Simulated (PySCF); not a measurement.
## Calculated data, B2HO2

All values are calculated (PySCF 2.14.0). Calculation on a computer-drawn molecule: the log of a Hartree-Fock and frozen-core CCSD(T) single point meant for a local Hartree-Fock minimum, with one planted fault or none, to be diagnosed. Offsets are logged minus clean, where the clean run is the same molecule without the fault. The reference is restricted for singlets and unrestricted otherwise, and also for a bond in bohr or an excited solution. Adding or removing an electron swaps singlet and doublet. The excited solution moves the top pair (singlet) or top alpha electron (doublet) to the lowest empty orbital. Highest occupied and lowest empty are orbital energies over both spins, largest force is the largest gradient component, triples share is (T) over the correlation energy, the T1 limit is 0.02 restricted and 0.045 unrestricted, electrons count all cores, a negative frequency is imaginary (commonest isotopes), and the dipole is about the centre of nuclear charge.

```yaml
- formula: B2HO2
  logged_structure:
    atoms_angstrom:
      - [B, -0.0083, 0.715, -0.3661]
      - [O, -0.8083, -0.3478, -0.6498]
      - [B, -1.8498, -0.4771, -1.4484]
      - [O, -2.7939, -0.6419, -2.1563]
      - [H, 0.8981, 0.6034, 0.406]
  given:
    meant_charge: 0
    meant_multiplicity: 2
    meant_basis: cc-pVDZ
    logged_electrons: 26
    logged_basis_functions: 61
    logged_SCF_converged: "yes"
    logged_spin_squared: 0.0
    "logged_highest_occupied [eV]": -18.835
    "logged_lowest_empty [eV]": -8.1721
    "logged_largest_force [hartree/bohr]": 0.1362
    logged_T1_diagnostic: 0.026964
    logged_D1_diagnostic: 0.072324
    logged_triples_share: 0.034608
    logged_CC_converged: "yes"
    "logged_dipole_magnitude [debye]": 10.321
    logged_SCF_stable_within_its_kind: "yes"
    "logged_energy_HF [hartree]": -199.41242
    "logged_energy_CCSD(T) [hartree]": -199.94494
    possible_faults: "no fault, one electron removed, one electron added, multiplicity raised by two, geometry at a saddle point, SCF held on an excited solution, minimal basis STO-3G, one bond length entered in bohr, all coordinates scaled"
    drawn_bonds_atom: [1, 2, 3, 1]
    drawn_bonds_other_atom: [2, 3, 4, 5]
    drawn_bonds_order: [1, 1, 2, 1]
  results:
    planted_fault: "one electron removed"
    "HF_energy_offset_from_clean_run [kcal/mol]": 213.2
    "CCSD(T)_energy_offset_from_clean_run [kcal/mol]": 206.6
  notes: ["T1 above single-reference limit"]
```
